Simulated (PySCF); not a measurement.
CH₄Cl₂NTa, SMILES [NH]=[Ta]([Cl])([Cl])[CH3], multiplicity 1. Atoms are numbered in the order given.

```xyz
9

Ta     0.0758     0.1291     0.0000
N      1.6371     0.9595     0.0000
H      2.5686     1.3793     0.0000
Cl    -0.2119    -1.0126     2.0048
Cl    -0.2119    -1.0126    -2.0048
C     -1.2909     1.7789     0.0000
H     -1.1389     2.4182     0.8958
H     -2.3362     1.3968     0.0000
H     -1.1389     2.4182    -0.8958
```
Charge 0, spin multiplicity 1.

Coordinates come from a PBE-D3(BJ)/def2-SVP optimisation. The multiplicity is an assumed one; no other spin state was optimised. The structure was generated by enumeration; whether it is a known compound was not checked. The def2 effective core potentials stand for the cores of Ta; spin–orbit coupling is left out.

These are PBE-D3(BJ)/def2-SVP in PySCF values and carry that method's errors.

Frequencies are harmonic and unscaled.

```
mode  ν (cm⁻¹)  IR (km/mol)  moving atoms (share of kinetic energy)
----  --------  -----------  --------------------------------------
1           91          1.1                        Cl 78 %, Ta 15 %
2          118          0.7  Cl 46 %, Ta 23 %, C 14 %, H 9 %, N 8 %
3          132          0.5                 C 41 %, H 36 %, Cl 19 %
4          160          0.0                                  H 87 %
5          193          0.9                 N 62 %, Cl 18 %, H 17 %
6          215          2.1                  N 46 %, H 29 %, C 18 %
7          372         22.7                        Cl 89 %, Ta 10 %
8          386         57.2                        Cl 69 %, Ta 24 %
9          523         33.7                          H 77 %, C 18 %
10         528         32.2                          C 69 %, H 23 %
11         531        130.3                          H 83 %, N 16 %
12         561        100.5                          H 84 %, N 12 %
13         645         24.1                   H 74 %, C 17 %, N 8 %
14         975         85.5                          N 84 %, Ta 8 %
15        1138          8.9                          H 78 %, C 22 %
16        1341         11.7                                  H 94 %
17        1348         13.3                                  H 95 %
18        2946          3.9                                  H 97 %
19        3052          2.2                           H 91 %, C 9 %
20        3061          0.3                           H 91 %, C 9 %
21        3573        164.5                                  H 92 %
```
